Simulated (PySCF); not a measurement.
**Radial density of Kr²⁺ (krypton, charge +2)**

PBE, [Ar] 3d10 4s2 4p4, high-spin 3P determinant. Calculation: PySCF 2.14, in def2-SVP; the non-relativistic Hamiltonian (point nucleus).

| r (bohr) | 4πr²ρ (e/bohr) | 4πr²(ρα − ρβ) |
| --- | --- | --- |
| 0.000777 | 0.2269 | 0.0000 |
| 0.00131 | 0.6270 | 0.0000 |
| 0.00220 | 1.675 | 0.0000 |
| 0.00370 | 4.232 | 0.0000 |
| 0.00622 | 10.02 | 0.0001 |
| 0.0105 | 20.88 | 0.0006 |
| 0.0176 | 35.69 | 0.0032 |
| 0.0296 | 44.16 | 0.0157 |
| 0.0498 | 38.23 | 0.0575 |
| 0.0837 | 41.30 | 0.1198 |
| 0.141 | 52.75 | 0.0612 |
| 0.237 | 32.33 | 0.0206 |
| 0.398 | 36.45 | 0.3039 |
| 0.670 | 21.50 | 0.0008 |
| 1.13 | 5.782 | 1.0508 |
| 1.90 | 3.257 | 1.1060 |
| 3.19 | 0.3310 | 0.1357 |
| 5.36 | 0.002243 | 0.0010 |
